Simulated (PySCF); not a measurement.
ammonium (H4N), SMILES [NH4+], charge +1. Coordinates come from a r2SCAN-D4/def2-TZVPD optimisation.

TDA-M06-2X/def2-TZVPD (PySCF) puts the lowest singlet excitations at 15.02, 15.02, 15.02, 16.74, 16.74, 16.74 eV and the lowest triplet (TDA) at 14.26 eV.

Question: What are the lowest singlet roots from EOM-CCSD/aug-cc-pVDZ (PySCF 2.14.0)? (An estimate is asked for; the answer gives what the named calculation found.)

Answer: 15.56, 15.56, 15.56, 17.65, 17.65, 17.65 eV; triplets 14.48, 14.48, 14.48 eV. S1 differs by 0.54 eV (second minus first; roots are paired by order, and the bases may differ).
